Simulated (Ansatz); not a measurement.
The same atomization along the group B, Al, Ga, In.

Computed with Ansatz on PBE0-D4/def2-TZVP structures; ΔE is electronic, products minus reactants. CCSD(T)/CBS adds triple-zeta CCSD(T) − MP2 to the extrapolated MP2 energy (def2 sets, frozen cores). This one scheme is used for every species, atoms too. For atomizations the MP2-based limit and the directly extrapolated one differ by several kJ/mol either way, and by 10 to 25 for some Ge, Se and Sn compounds, so smaller differences from it don't rank the levels. Functionals use def2-TZVPP. B3LYP here is the variant with VWN-RPA as its local correlation; programs differ in this. Open shells (•) are unrestricted, without spin–orbit coupling. Spin–orbit coupling would lower the free atoms: a little for Al, B, C; clearly for Ga, Se; strongly for In. Elements past krypton have def2 core potentials. Bonds to Ga, In, Se are less sure, by a few kJ/mol each and by 10 to 20 or more in all where they break to atoms, as the def2 sets lack core-valence functions. Scalar relativity is left out up to krypton. One conformer a species, not always the lowest.

| reaction | CCSD(T)/CBS(def2) (kJ/mol) |
| --- | --- |
| `C[BH-](C)[SeH2+]` → 2 C• + 9 H• + B• + Se• | 4453 |
| `[CH3][AlH-]([CH3])[SeH2+]` → 2 C• + 9 H• + Al• + Se• | 4192 |
| `[CH3][GaH-]([CH3])[SeH2+]` → 2 C• + 9 H• + Ga• + Se• | ? |
| `[CH3][InH-]([CH3])[SeH2+]` → 2 C• + 9 H• + In• + Se• | 3992 |

(1) Fill in the missing values. (Best estimate.)

Largest T1 diagnostic: 0.018, for Al•.

Answers

(1) The calculation gave: `[CH3][GaH-]([CH3])[SeH2+]` → 2 C• + 9 H• + Ga• + Se•: +4108.9 kJ/mol.
